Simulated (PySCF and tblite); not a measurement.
Results of a calculation; reference values are marked as such.
Stationary points of C$_{5}$H$_{8}$Ge at B3LYP-D3(BJ)/def2-SVP, in Å:

Structure A

```
 1 Ge    1.914    0.002    0.405
 2 C     0.278   -0.203   -0.739
 3 C    -0.488    1.074   -0.656
 4 C    -1.628    0.854    0.055
 5 C    -1.703   -0.556    0.415
 6 C    -0.609   -1.201   -0.075
 7 H     2.822    1.096   -0.199
 8 H     1.473    0.390    1.825
 9 H     2.690   -1.334    0.424
10 H     0.657   -0.478   -1.737
11 H    -0.148    2.022   -1.074
12 H    -2.373    1.605    0.322
13 H    -2.511   -1.010    0.991
14 H    -0.375   -2.262    0.021
```

Structure B

```
 1 Ge    1.626   -0.199    0.564
 2 C     0.144    0.001   -1.128
 3 C    -0.653    1.135   -0.845
 4 C    -1.553    0.795    0.180
 5 C    -1.348   -0.541    0.565
 6 C    -0.302   -1.073   -0.224
 7 H     2.854    0.295   -0.248
 8 H     1.123    0.850    1.559
 9 H     2.108   -1.498    1.265
10 H     0.764   -0.148   -2.013
11 H    -0.558    2.109   -1.324
12 H    -2.269    1.479    0.639
13 H    -1.878   -1.075    1.354
14 H    -0.058   -2.129   -0.345
```

Level: PBE0/pcSseg-1 + D3(BJ) on B3LYP-D3(BJ)/def2-SVP stationary points, with GFN2-xTB thermal terms.

Which structure is a saddle point, and along which motion?

B: one imaginary mode (295i cm⁻¹ at GFN2-xTB, mostly on C2, C6, Ge1), along the shift of Ge1 from C2 to C6.

Give their symmetry and energies above the lowest.

A Cs, 0.0 kcal/mol; B Cs, 12.4 kcal/mol.

Spin–orbit effects of heavy atoms on shieldings are missing.
